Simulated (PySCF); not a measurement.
A structure optimised at PBE-D3(BJ)/def2-SVP, used in a PySCF frequency run:

```xyz
8

F      1.3117    -0.7573     1.7274
Si     0.0000     0.0000     1.1622
F      0.0000     1.5146     1.7274
F     -1.3117    -0.7573     1.7274
Si     0.0000     0.0000    -1.1622
F      1.3117     0.7573    -1.7274
F      0.0000    -1.5146    -1.7274
F     -1.3117     0.7573    -1.7274
```

**Question.** Write its SMILES, formula and point group.

**Answer.** F[Si](F)(F)[Si](F)(F)F, F6Si2, D3d

**Question.** What are its rotational constants (standard atomic weights)?

**Answer.** 1.9327, 0.92436, 0.92436 GHz
